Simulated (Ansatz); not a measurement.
The cluster Li₅H₁₀. Charge 0, multiplicity 2. Geometry PBE-D4/def2-TZVPD, that of the charge -1 singlet; atoms count from 1.

Cartesian coordinates in Å:
```
Li -0.903 -1.812 0.000
Li -0.387 0.473 -1.124
Li 2.008 0.174 -0.613
Li 0.593 -0.172 1.360
Li -1.989 0.047 0.914
H -2.551 1.786 1.602
H 2.850 -0.466 -2.356
H -2.107 -0.660 -0.770
H 2.364 0.247 1.157
H 1.139 1.041 -1.963
H -3.247 1.549 1.817
H 0.617 -1.088 -0.417
H -0.638 1.129 0.662
H -1.107 -1.318 1.755
H 3.358 -0.931 -2.025
```

The structure comes from a short search, and lower isomers may exist.

(1) Estimate the Mulliken populations from the PBE0/def2-TZVPD orbitals of Ansatz.

(2) Where does the spin sit?

## Answers

(1) 
| atom | charge (e) | spin (α − β) |
| --- | --- | --- |
| Li1 | 0.73 | -0.01 |
| Li2 | 0.86 | -0.01 |
| Li3 | 0.60 | -0.01 |
| Li4 | 0.82 | -0.02 |
| Li5 | 0.51 | 0.00 |
| H6 | -0.14 | 0.00 |
| H7 | -0.03 | 0.00 |
| H8 | -0.60 | 0.07 |
| H9 | -0.49 | 0.34 |
| H10 | -0.48 | 0.33 |
| H11 | 0.05 | 0.00 |
| H12 | -0.65 | 0.15 |
| H13 | -0.61 | 0.09 |
| H14 | -0.61 | 0.07 |
| H15 | 0.04 | 0.00 |
Mulliken values depend strongly on the basis. With diffuse functions, as here, like atoms can get unlike values, and bond orders can come out too low or too high.

(2) Summed by element: Li -0.05, H 1.05, of 1 unpaired in all. Largest on single atoms: H9 0.34, H10 0.33, H12 0.15.
